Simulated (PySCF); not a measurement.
The vertical singlet excitations below were computed for one of the candidates. Computed with TDDFT B3LYP/def2-SVPD, vertical, gas phase, core orbitals frozen in the response in PySCF 2.14.0, density-fitted response routines. Geometries: PBE0-D3(BJ)/def2-SVP, one conformer each.

| state | E (eV) | f | main configurations (H = HOMO, L = LUMO) |
| --- | --- | --- | --- |
| S1 | 6.14 | 0.019 | H→L (90%) |
| S2 | 6.33 | 0.039 | H→L+1 (77%), H→L+2 (12%) |
| S3 | 6.72 | 0.159 | H→L+2 (81%), H→L+1 (14%) |
| S4 | 6.91 | 0.050 | H→L+3 (95%) |
| S5 | 7.20 | 0.036 | H-1→L (88%) |
| S6 | 7.37 | 0.0026 | H-2→L (40%), H→L+4 (34%), H-1→L+1 (9%) |
| S7 | 7.42 | 0.011 | H-1→L+1 (63%), H→L+4 (20%) |
| S8 | 7.50 | 0.025 | H-2→L (50%), H→L+4 (30%), H-1→L+1 (11%) |
| S9 | 7.56 | 0.0076 | H→L+5 (70%), H-1→L+2 (15%) |
| S10 | 7.61 | 0.082 | H-1→L+2 (41%), H-2→L+1 (19%), H→L+6 (13%) |

Orbital energies (eV): HOMO-3 -8.91, HOMO-2 -8.43, HOMO-1 -8.21, HOMO -7.14, LUMO -0.08, LUMO+1 0.15, LUMO+2 0.29.

**Question.** Which structure fits?
A. `[SiH3]C[SiH2]C1CC1`
B. `C[C@@H]1CC[SiH2][SiH2]1`
C. `C([SiH2]C#C[SiH3])#C`

**Answer.** B. Its S1 lies at 6.14 eV; the nearest of the others has S1 at 5.43 eV. S1 is HOMO→LUMO (90%). Löwdin shares by element: HOMO silicon 52%, carbon 22% or more (atoms not listed hold the other 25%); LUMO silicon 37%, carbon 15% or more (atoms not listed hold the other 48%). At the same level the other candidates give, for their lowest levels:
- `[SiH3]C[SiH2]C1CC1`: 7.14 eV (f 0.034); 7.42 eV (f 0.016); 7.45 eV (f 0.025); 7.63 eV (f 0.003); 7.78 eV (f 0.120); T1 6.96 eV; HOMO -7.86, LUMO 0.10 eV
- `C#C[SiH2]C#C[SiH3]`: 5.43 eV (f 0.000); 5.61 eV (f 0.002); 5.61 eV (f 0.005); 5.87 eV (f 0.000); 6.02 eV (f 0.018); HOMO -7.91, LUMO -1.05 eV
Triplets come from the Tamm–Dancoff approximation.
